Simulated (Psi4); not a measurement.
C2H3N, charge +1, doublet, at a GFN2-xTB geometry (a state made from the parent by changing its charge; the spin is typed, not shown lowest), atoms displaced at random by about 0.08 Å a coordinate; PBE/6-31G, gradient (Psi4).

Here is a job for Psi4.
```
memory 2 GB

molecule {
1 2
  C    -1.16342630   -0.03216268    0.08314778
  C     0.19385266   -0.05028861    0.07486880
  N     1.33805301    0.05184248   -0.06084736
  H    -1.51125903   -0.72700206   -0.84750165
  H    -1.48334850   -0.16694024    0.95433533
  H    -1.53929014    1.04321167   -0.29716411
symmetry c1
no_reorient
no_com
}

set basis 6-31g
set reference uks

gradient('pbe')
print_variables()
```

It wrote (shortened):

```
gradient() will perform analytic gradient computation.

   => Loading Basis Set <=

    Name: 6-31G
    Role: ORBITAL
    Keyword: BASIS

         ---------------------------------------------------------
                                   SCF
               by Justin Turney, Rob Parrish, Andy Simmonett
                          and Daniel G. A. Smith
                              UKS Reference
         ---------------------------------------------------------

  ==> Geometry <==

    Molecular point group: c1
    Full point group: C1

    Geometry (in Angstrom), charge = 1, multiplicity = 2:

       Center              X                  Y                   Z               Mass
    ------------   -----------------  -----------------  -----------------  -----------------
         C           -1.163426300000    -0.032162680000     0.083147780000    12.000000000000
         C            0.193852660000    -0.050288610000     0.074868800000    12.000000000000
         N            1.338053010000     0.051842480000    -0.060847360000    14.003074004430
         H           -1.511259030000    -0.727002060000    -0.847501650000     1.007825032230
         H           -1.483348500000    -0.166940240000     0.954335330000     1.007825032230
         H           -1.539290140000     1.043211670000    -0.297164110000     1.007825032230

  Running in c1 symmetry.

  Rotational constants: A =      4.71089  B =      0.33412  C =      0.33281 [cm^-1]
  Rotational constants: A = 141228.86168  B =  10016.68975  C =   9977.24829 [MHz]
  Nuclear repulsion =   60.032750754789873

  Charge       = 1
  Multiplicity = 2
  Electrons    = 21
  Nalpha       = 11
  Nbeta        = 10

  ==> Algorithm <==

  SCF Algorithm Type is DF.
  DIIS enabled.
  MOM disabled.
  Fractional occupation disabled.
  Guess Type is SAD.
  Energy threshold   = 1.00e-08
  Density threshold  = 1.00e-08
  Integral threshold = 1.00e-12

  ==> Primary Basis <==

  Basis Set: 6-31G
    Blend: 6-31G
    Number of shells: 21
    Number of basis functions: 33
    Number of Cartesian functions: 33
    Spherical Harmonics?: false
    Max angular momentum: 1

  ==> DFT Potential <==

   => LibXC <=

    Version 7.1.2
    S. Lehtola, C. Steigemann, M. J. T. Oliveira, and M. A. L. Marques,  SoftwareX 7, 1–5 (2018) (10.1016/j.softx.2017.11.002)

   => Composite Functional: PBE <=

    PBE GGA Exchange-Correlation Functional

    J.P. Perdew et. al., Phys. Rev. Lett., 77(18), 3865-3868, 1996

[...]
  @DF-UKS Final Energy:  -132.07225890887972
    Total Energy =                       -132.0722589088797179
[...]
    Integrals threads:           1
    Schwarz Cutoff:          1E-12
    Fitting Condition:       1E-10

   => Auxiliary Basis Set <=

  Basis Set: (6-31G AUX)
    Blend: CC-PVDZ-JKFIT
    Number of shells: 99
    Number of basis functions: 318
    Number of Cartesian functions: 318
    Spherical Harmonics?: false
    Max angular momentum: 3

  ==> DFT Potential <==

   => LibXC <=

    Version 7.1.2
    S. Lehtola, C. Steigemann, M. J. T. Oliveira, and M. A. L. Marques,  SoftwareX 7, 1–5 (2018) (10.1016/j.softx.2017.11.002)

   => Composite Functional: PBE <=

    PBE GGA Exchange-Correlation Functional

    J.P. Perdew et. al., Phys. Rev. Lett., 77(18), 3865-3868, 1996

    Deriv               =              1
    GGA                 =           TRUE
    Meta                =          FALSE

    Exchange Hybrid     =          FALSE
    MP2 Hybrid          =          FALSE

   => Exchange Functionals <=

    1.0000     XC_GGA_X_PBE

   => Correlation Functionals <=

    1.0000     XC_GGA_C_PBE

   => LibXC Density Thresholds  <==

    XC_GGA_C_PBE:  1.00E-12
    XC_GGA_X_PBE:  1.00E-15

   => Molecular Quadrature <=

    Radial Scheme          =       TREUTLER
    Pruning Scheme         =           NONE
    Nuclear Scheme         =       TREUTLER

    Blocking Scheme        =         OCTREE
    BS radius alpha        =              1
    Pruning alpha          =              1
    Radial Points          =             75
    Spherical Points       =            302
    Total Points           =         128745
    Total Blocks           =           1023
    Max Points             =            256
    Max Functions          =             33
    Weights Tolerance      =       1.00E-15

  -Total Gradient:
     Atom            X                  Y                   Z
    ------   -----------------  -----------------  -----------------
       1       -0.018755710230    -0.031568634921     0.175999418518
       2        0.090364273010     0.013005518766    -0.002607246919
       3       -0.145582904644    -0.013114244928     0.012165325884
       4       -0.000080153743    -0.023140839052    -0.028132563184
       5        0.075936080384     0.029308403163    -0.155205617794
       6       -0.001878005437     0.025505264859    -0.002218134343

  Variable Map:
  ----------------------------------------------------------------------------
[...]
  Array Variable Map:
  ----------------------------------------------------------------------------
[...]
[...]
```
